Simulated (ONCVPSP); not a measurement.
# u(r) = r·R(r): atom against pseudo-atom (V)

Columns: radius, all-electron u(r) and pseudo u(r) of the 3p shell (level -60.45 eV) of vanadium in the configuration [Ne] 3s2 3p6 3d3; PBEsol, scalar-relativistic, ONCV scheme, ONCVPSP 4.0.1.

| r (bohr) | all-electron | pseudo |
| --- | --- | --- |
| 0.110 | -0.4692 | 0.0515 |
| 0.220 | -0.4754 | 0.1940 |
| 0.330 | -0.0771 | 0.3956 |
| 0.440 | 0.3766 | 0.6143 |
| 0.550 | 0.7299 | 0.8095 |
| 0.660 | 0.9494 | 0.9526 |
| 0.770 | 1.0507 | 1.0309 |
| 0.880 | 1.0648 | 1.0462 |
| 0.990 | 1.0220 | 1.0109 |
| 1.100 | 0.9461 | 0.9411 |
| 1.210 | 0.8540 | 0.8522 |
| 1.320 | 0.7567 | 0.7562 |
| 1.430 | 0.6612 | 0.6611 |
| 1.540 | 0.5716 | 0.5715 |
| 1.650 | 0.4898 | 0.4898 |
| 1.760 | 0.4168 | 0.4168 |
| 1.870 | 0.3527 | 0.3526 |
| 1.980 | 0.2969 | 0.2969 |
| 2.090 | 0.2490 | 0.2490 |
| 2.200 | 0.2081 | 0.2081 |
| 2.310 | 0.1734 | 0.1733 |
| 2.420 | 0.1441 | 0.1440 |
| 2.530 | 0.1194 | 0.1194 |
| 2.640 | 0.0988 | 0.0988 |
| 2.750 | 0.0816 | 0.0816 |
| 2.860 | 0.0672 | 0.0672 |

Problem. How many radial nodes do the two functions have?

Solution. The all-electron 3p function has n − l − 1 = 1; the pseudo-wave has 0, since the states of the same l below it are removed with the core.

Problem. At about which radius was the pseudo-wave matched?

Solution. 1.55 bohr. The columns agree to 0.0005 from 1.43 bohr on; several derivatives are matched, so the curves merge somewhat inside the radius.

Problem. Where does each function peak?

Solution. Outermost all-electron maximum near 0.88 bohr, pseudo maximum near 0.88 bohr (to the table’s step).

Problem. Is the pseudo-wave norm-conserving?

Solution. Yes: the ONCV scheme keeps the norm inside the radius equal to the all-electron one, which fixes the energy derivative of the logarithmic derivative at the level.
